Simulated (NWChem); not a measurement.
System: InF₂ cation; SMILES [F][In+][F]

Here is an NWChem input.

```
start job
memory heap 200 mb stack 900 mb global 1100 mb
charge 1
geometry units angstroms noautoz
  In     0.000000     0.000000     0.000000
  F      0.000000     0.000000     1.875628
  F      0.000000     0.000000    -1.875628
end
basis spherical
  * library 3-21g
end
dft
  xc xtpss03 ctpss03
  iterations 150
  mulliken
end
task dft energy
```

NWChem printed, in part:

```
             Northwest Computational Chemistry Package (NWChem) 7.3.0
             --------------------------------------------------------

 ORDER OF PRIMARY AXIS IS BEING SET TO 4
 D4H symmetry detected

                             Geometry "geometry" -> ""
                             -------------------------

 Output coordinates in angstroms (scale by  1.889725989 to convert to a.u.)

  No.       Tag          Charge          X              Y              Z
 ---- ---------------- ---------- -------------- -------------- --------------
    1 In                  49.0000     0.00000000     0.00000000     0.00000000
    2 F                    9.0000     0.00000000     0.00000000     1.87562800
    3 F                    9.0000     0.00000000     0.00000000    -1.87562800

 Effective nuclear repulsion energy (a.u.)     260.2680340676

      Symmetry information
      --------------------

 Group name             D4h
 Group number             28
 Group order              16
 No. of unique centers     2

                                 NWChem DFT Module
                                 -----------------

 Summary of "ao basis" -> "ao basis" (spherical)
 ------------------------------------------------------------------------------
       Tag                 Description            Shells   Functions and Types
 ---------------- ------------------------------  ------  ---------------------
 In                          3-21g                  13       31   6s5p2d
 F                           3-21g                   5        9   3s2p

      Symmetry analysis of basis
      --------------------------

        a1g        13
        a1u         0
        a2g         0
        a2u        10
        b1g         2
        b1u         0
        b2g         2
        b2u         0
        eg          8
        eu         14

            General Information
            -------------------
          SCF calculation type: DFT
          Wavefunction type:  closed shell.
          No. of atoms     :     3
          No. of electrons :    66
           Alpha electrons :    33
            Beta electrons :    33
          Charge           :     1
          Spin multiplicity:     1
          Use of symmetry is: on ; symmetry adaption is: on
          Maximum number of iterations: 150
          AO basis - number of functions:    49
                     number of shells:    23
          Convergence on energy requested:  1.00D-06
          Convergence on density requested:  1.00D-05
          Convergence on gradient requested:  5.00D-04

              XC Information
              --------------
                  TPSS metaGGA Exchange Functional  1.000
             TPSS03 metaGGA Correlation Functional  1.000

             Grid Information
             ----------------
          Grid used for XC integration:  medium
          Radial quadrature: Mura-Knowles
          Angular quadrature: Lebedev.
          Tag              B.-S. Rad. Rad. Pts. Rad. Cut. Ang. Pts.
          ---              ---------- --------- --------- ---------
          In                  1.55      123           7.0       590
          F                   0.50       49           8.0       434
          Grid pruning is: on
          Number of quadrature shells:   172
          Spatial weights used:  Erf1

      Superposition of Atomic Density Guess
      -------------------------------------

 Sum of atomic energies:       -5912.44161390

 Renormalizing density from      67.00 to     66

      Non-variational initial energy
      ------------------------------

 Total energy =   -5857.173655
 1-e energy   =   -8561.646740
 2-e energy   =    2444.205050
 HOMO         =      -0.944096
 LUMO         =      -0.555205

      Symmetry analysis of molecular orbitals - initial
      -------------------------------------------------

 !! scf_movecs_sym_adapt:    4 vectors were symmetry contaminated

  Symmetry fudging

 !! scf_movecs_sym_adapt:    2 vectors were symmetry contaminated

  Numbering of irreducible representations:

     1 a1g         2 a1u         3 a2g         4 a2u         5 b1g
     6 b1u         7 b2g         8 b2u         9 eg         10 eu

  Orbital symmetries:

     1 a1g         2 a1g         3 a2u         4 eu          5 eu
     6 a1g         7 a2u         8 a1g         9 a2u        10 eu
    11 eu         12 a1g        13 eg         14 eg         15 b1g
    16 b2g        17 a1g        18 a2u        19 eu         20 eu
    21 a1g        22 a2u        23 eg         24 eg         25 b1g
    26 b2g        27 a1g        28 a1g        29 a2u        30 eu
    31 eu         32 eg         33 eg         34 a1g        35 eu
    36 eu         37 a2u        38 a1g        39 eu         40 eu
    41 a2u        42 eg         43 eg

     ---------------------------------------------
      Total Density - Mulliken Population Analysis
     ---------------------------------------------

    Atom       Charge   Shell Charges
 -----------   ------   -------------------------------------------------------
    1 In  49    46.74   2.00  2.00  6.00  2.00  6.00  2.00  6.00  0.41  0.25  0.04  0.04 10.00 10.00
    2 F    9     9.63   1.99  0.48  2.70  1.50  2.96
    3 F    9     9.63   1.99  0.48  2.70  1.50  2.96

   convergence    iter        energy       DeltaE   RMS-Dens  Diis-err
 ---------------- ----- ----------------- --------- --------- ---------
 d= 0,ls=0.0,diis     1  -5915.0602707325 -6.18D+03  6.21D-02  1.97D+00
 d= 0,ls=0.0,diis     2  -5913.3299482739  1.73D+00  5.00D-02  1.72D+01
 d= 0,ls=0.0,diis     3  -5915.2444844733 -1.91D+00  3.66D-03  3.90D-02
 d= 0,ls=0.0,diis     4  -5915.2492018507 -4.72D-03  3.31D-04  1.23D-03
 d= 0,ls=0.0,diis     5  -5915.2493073224 -1.05D-04  1.26D-04  8.44D-05
  Resetting Diis
 d= 0,ls=0.0,diis     6  -5915.2493171014 -9.78D-06  6.49D-06  8.67D-08
 d= 0,ls=0.0,diis     7  -5915.2493171138 -1.24D-08  1.40D-06  4.85D-10

         Total DFT energy =    -5915.249317113788
      One electron energy =    -8671.551056583243
           Coulomb energy =     2672.618467126476
    Exchange-Corr. energy =     -176.584761724663
 Nuclear repulsion energy =      260.268034067641

 Numeric. integr. density =       65.999980049709

                  Occupations of the irreducible representations
                  ----------------------------------------------

                     irrep           alpha         beta
                     --------     --------     --------
                     a1g               9.0          9.0
                     a1u               0.0          0.0
                     a2g               0.0          0.0
                     a2u               6.0          6.0
                     b1g               2.0          2.0
                     b1u               0.0          0.0
                     b2g               2.0          2.0
                     b2u               0.0          0.0
                     eg                6.0          6.0
                     eu                8.0          8.0

                       DFT Final Molecular Orbital Analysis
                       ------------------------------------

 Vector   31  Occ=2.000000D+00  E=-5.651151D-01  Symmetry=eu
              MO Center=  1.6D-16, -3.9D-16,  1.0D-15, r^2= 3.8D+00
   Bfn.  Coefficient  Atom+Function         Bfn.  Coefficient  Atom+Function
  ----- ------------  ---------------      ----- ------------  ---------------
    39      0.391982  2 F  py                48      0.391982  3 F  py
    35      0.365480  2 F  py                44      0.365480  3 F  py
    16      0.205899  1 In py                12     -0.119728  1 In py
    20      0.086795  1 In py                 8      0.053569  1 In py

 Vector   32  Occ=2.000000D+00  E=-5.414156D-01  Symmetry=eg
              MO Center=  1.4D-20, -6.2D-18, -4.0D-15, r^2= 3.9D+00
   Bfn.  Coefficient  Atom+Function         Bfn.  Coefficient  Atom+Function
  ----- ------------  ---------------      ----- ------------  ---------------
    39      0.429042  2 F  py                48     -0.429042  3 F  py
    35      0.389954  2 F  py                44     -0.389954  3 F  py
    28     -0.112824  1 In d -1              23      0.038003  1 In d -1

 Vector   33  Occ=2.000000D+00  E=-5.414156D-01  Symmetry=eg
              MO Center= -1.1D-17, -2.5D-20,  3.6D-14, r^2= 3.9D+00
   Bfn.  Coefficient  Atom+Function         Bfn.  Coefficient  Atom+Function
  ----- ------------  ---------------      ----- ------------  ---------------
    38      0.429042  2 F  px                47     -0.429042  3 F  px
    34      0.389954  2 F  px                43     -0.389954  3 F  px
    30      0.112824  1 In d  1              25     -0.038003  1 In d  1

 Vector   34  Occ=0.000000D+00  E=-3.930362D-01  Symmetry=a1g
              MO Center=  1.1D-17, -1.3D-17, -3.1D-16, r^2= 3.2D+00
   Bfn.  Coefficient  Atom+Function         Bfn.  Coefficient  Atom+Function
  ----- ------------  ---------------      ----- ------------  ---------------
    14      0.540319  1 In s                 18      0.480074  1 In s
    40      0.317983  2 F  pz                49     -0.317983  3 F  pz
    10     -0.304480  1 In s                 36      0.263136  2 F  pz
    45     -0.263136  3 F  pz                29      0.234815  1 In d  0
    37     -0.204046  2 F  s                 46     -0.204046  3 F  s

 Vector   35  Occ=0.000000D+00  E=-2.904775D-01  Symmetry=eu
              MO Center=  4.8D-17, -1.5D-16, -1.8D-15, r^2= 3.4D+00
   Bfn.  Coefficient  Atom+Function         Bfn.  Coefficient  Atom+Function
  ----- ------------  ---------------      ----- ------------  ---------------
    15      0.736881  1 In px                11     -0.378332  1 In px
    19      0.375236  1 In px                38     -0.187062  2 F  px
    47     -0.187062  3 F  px                 7      0.164552  1 In px
    34     -0.154515  2 F  px                43     -0.154515  3 F  px
     3     -0.045776  1 In px

 Vector   36  Occ=0.000000D+00  E=-2.904775D-01  Symmetry=eu
              MO Center= -7.9D-17, -2.0D-16, -4.5D-16, r^2= 3.4D+00
   Bfn.  Coefficient  Atom+Function         Bfn.  Coefficient  Atom+Function
  ----- ------------  ---------------      ----- ------------  ---------------
    16      0.736881  1 In py                12     -0.378332  1 In py
    20      0.375236  1 In py                39     -0.187062  2 F  py
    48     -0.187062  3 F  py                 8      0.164552  1 In py
    35     -0.154515  2 F  py                44     -0.154515  3 F  py
     4     -0.045776  1 In py

     ---------------------------------------------
      Total Density - Mulliken Population Analysis
     ---------------------------------------------

    Atom       Charge   Shell Charges
 -----------   ------   -------------------------------------------------------
    1 In  49    47.53   2.00  2.00  6.00  2.00  5.99  2.00  5.95  0.81  0.66  0.03  0.13 10.00  9.97
    2 F    9     9.24   1.98  0.46  2.44  1.54  2.82
    3 F    9     9.24   1.98  0.46  2.44  1.54  2.82

     -------------------------------------------
      Total Density - Lowdin Population Analysis
     -------------------------------------------

    Atom       Charge   Shell Charges
 -----------   ------   -------------------------------------------------------
    1 In  49    47.67   2.00  2.00  6.00  1.99  5.97  1.96  5.73  0.68  0.88  0.23  0.29 10.00  9.94
    2 F    9     9.17   1.98  0.62  2.44  1.27  2.86
    3 F    9     9.17   1.98  0.62  2.44  1.27  2.86

     Multipole analysis of the density
     ---------------------------------

     L   x y z        total         alpha         beta         nuclear
     -   - - -        -----         -----         ----         -------
     0   0 0 0      1.000000    -33.000000    -33.000000     67.000000

     1   1 0 0      0.000000      0.000000      0.000000      0.000000
     1   0 1 0      0.000000      0.000000      0.000000      0.000000
     1   0 0 1      0.000000      0.000000      0.000000      0.000000

     2   2 0 0    -19.135846     -9.567923     -9.567923      0.000000
     2   1 1 0      0.000000      0.000000      0.000000      0.000000
     2   1 0 1     -0.000000     -0.000000     -0.000000      0.000000
     2   0 2 0    -19.135846     -9.567923     -9.567923      0.000000
     2   0 1 1     -0.000000     -0.000000     -0.000000      0.000000
     2   0 0 2    -26.558586   -126.345701   -126.345701    226.132816
```

Level: TPSS/3-21G, non-relativistic. Coordinates come from a PBE0/def2-SVP (def2 core potentials past Kr) optimisation.
